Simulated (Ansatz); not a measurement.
A nudged elastic band was laid between two geometries of C2H3Al2Cl (8 atoms, charge 0, multiplicity 1).

Computed with RKS PBE0-D4/def2-SVP (Ansatz 0.2.0).

```
movable images  : 7
climbing image  : yes
spring          : 5.0 eV/Å²
optimiser       : quadratic models (default)
start path      : through a guess of the saddle point
force threshold : 0.05 eV/Å
iteration limit : 60
end points      : relaxed
```

Initial state:

```xyz
8
Properties=species:S:1:pos:R:3
C 0.270 1.551 2.341
C 0.227 1.211 1.167
Al 0.141 0.559 -0.627
Al -0.341 -1.897 -1.261
Cl 0.476 2.007 -2.134
H 0.309 1.860 3.372
H -0.403 -2.356 -2.786
H -0.586 -2.991 -0.128
```

Final state:

```xyz
8
Properties=species:S:1:pos:R:3
C 0.168 1.083 2.748
C 0.194 1.061 1.470
Al 0.132 0.551 -0.394
Al -0.336 -1.861 -1.186
Cl 0.488 2.162 -1.713
H 0.408 2.160 1.881
H -0.358 -2.198 -2.741
H -0.604 -3.014 -0.122
```

(1) What changes between the two ends?

(2) Give the energies along the band, and the barrier.

Results:

(1) Bonds formed: C2–H6.

(2) The forces met the threshold. The highest image is number 8 of 0 to 8, 1.83 eV above the first end and 0.00 eV above the last; the last end lies 1.83 eV above the first. The highest image is an end point: on this band no image between the ends rises above it. A vibrational analysis next to that end finds imaginary modes (76i cm⁻¹), so it isn't a minimum. Inner images lie up to 0.017 eV below the lower end, so the ends aren't the lowest states on this path.

| image | path coordinate (Å) | energy (eV) | C2–H6 (Å) |
| --- | --- | --- | --- |
| 0 | 0.00 | 0.00 | 2.30 |
| 1 | 0.60 | -0.01 | 2.30 |
| 2 | 1.21 | -0.02 | 2.30 |
| 3 | 1.81 | 0.05 | 2.29 |
| 4 | 2.41 | 0.41 | 2.23 |
| 5 | 3.02 | 1.54 | 1.78 |
| 6 | 3.62 | 1.82 | 1.20 |
| 7 | 4.22 | 1.83 | 1.19 |
| 8 | 4.34 | 1.83 | 1.19 |

Time of the run: 4.4 min on 2 threads of Intel(R) Xeon(R) CPU @ 2.80GHz (Skylake/Cascade Lake), on a shared host, peak memory 0.24 GiB.
